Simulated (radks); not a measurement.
The numbers below are computed, except where a source is named.
Species: Te III. Configuration: [Kr] 4d10 5s2 5p2. Level of theory: Dirac Kohn-Sham, BLYP, spin-unpolarised, spherical densities, finite nucleus; open shells are shared between the two j in proportion to 2j + 1; Fermi nuclear charge, rms radius 4.7423 fm (a radial shooting solver on a logarithmic mesh with Libxc functionals). Some entries of the table are withheld. Estimate them.

| orbital | occ. | eigenvalue (hartree) | r(max) (bohr) | <1/r> (bohr^-1) |
|---|---|---|---|---|
| 1s1/2 | 2 | (1) | 0.01793 | 55.57 |
| 2s1/2 | 2 | (2) | 0.1015 | 12.94 |
| 2p1/2 | 2 | (3) | 0.07793 | 12.93 |
| 2p3/2 | 4 | (4) | 0.08264 | 11.96 |
| 3s1/2 | 2 | -36.14188 | 0.2928 | 4.601 |
| 3p1/2 | 2 | (5) | 0.2792 | 4.512 |
| 3p3/2 | 4 | (6) | 0.2898 | 4.274 |
| 3d3/2 | 4 | -21.50751 | 0.2360 | 4.127 |
| 3d5/2 | 6 | -21.11419 | 0.2390 | 4.065 |
| 4s1/2 | 2 | -6.73776 | 0.7011 | 1.837 |
| 4p1/2 | 2 | (7) | 0.7212 | 1.724 |
| 4p3/2 | 4 | (8) | 0.7456 | 1.647 |
| 4d3/2 | 4 | -2.26317 | 0.8052 | 1.384 |
| 4d5/2 | 6 | -2.20888 | 0.8141 | 1.365 |
| 5s1/2 | 2 | (9) | 1.750 | 0.6600 |
| 5p1/2 | 0.666667 | -0.84374 | 1.989 | 0.5625 |
| 5p3/2 | 1.33333 | -0.80422 | 2.064 | 0.5403 |

Answer. 
(1) 1s1/2 eigenvalue (hartree): -1162.337
(2) 2s1/2 eigenvalue (hartree): -178.7939
(3) 2p1/2 eigenvalue (hartree): -167.5827
(4) 2p3/2 eigenvalue (hartree): -157.4905
(5) 3p1/2 eigenvalue (hartree): -31.53012
(6) 3p3/2 eigenvalue (hartree): -29.64960
(7) 4p1/2 eigenvalue (hartree): -5.15215
(8) 4p3/2 eigenvalue (hartree): -4.79374
(9) 5s1/2 eigenvalue (hartree): -1.19874
